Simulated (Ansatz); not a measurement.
Reaction (ligand exchange at a Ge–C bond): `Cl[CH2][GeH3]` + `[GeH3][SeH]` → `[GeH3][Se][GeH3]` + `CCl`

Program: Ansatz. Geometries: PBE0-D4/def2-TZVP. ΔE: electronic, gas phase. CCSD(T)/CBS adds triple-zeta CCSD(T) − MP2 to the extrapolated MP2 energy (def2 sets, frozen cores). This one scheme is used for every species. DFT in def2-TZVPP. For Ge, Se outer-core shells are correlated without core-valence functions, which leaves a few kJ/mol of doubt a bond. Scalar relativity is left out up to krypton.

```
           species  LDA (SPW92) energy (Eh)
   `Cl[CH2][GeH3]`              -2573.28027
     `[GeH3][SeH]`              -4474.35319
`[GeH3][Se][GeH3]`              -6549.40574
             `CCl`               -498.25700
```

(1) Work out ΔE.

Largest T1 diagnostic among the species: 0.011.

Results:

(1) ΔE = (-6549.40574) + (-498.25700) − (-2573.28027) − (-4474.35319) = -0.02928 Eh = -76.9 kJ/mol. CCSD(T)/CBS gives -83.3 kJ/mol.

From PBE to PBE0 (25 % exact exchange), in def2-TZVPP and without D4, ΔE moves by −3.1 kJ/mol. Leaving LDA and LC-ωPBE aside and taking each functional with its dispersion term where it has one, the values, not all of them listed here, spread over 9.3 kJ/mol, from BHLYP-D4 to CAM-B3LYP-D4. LDA lies +5.7 kJ/mol from PBE without D4.
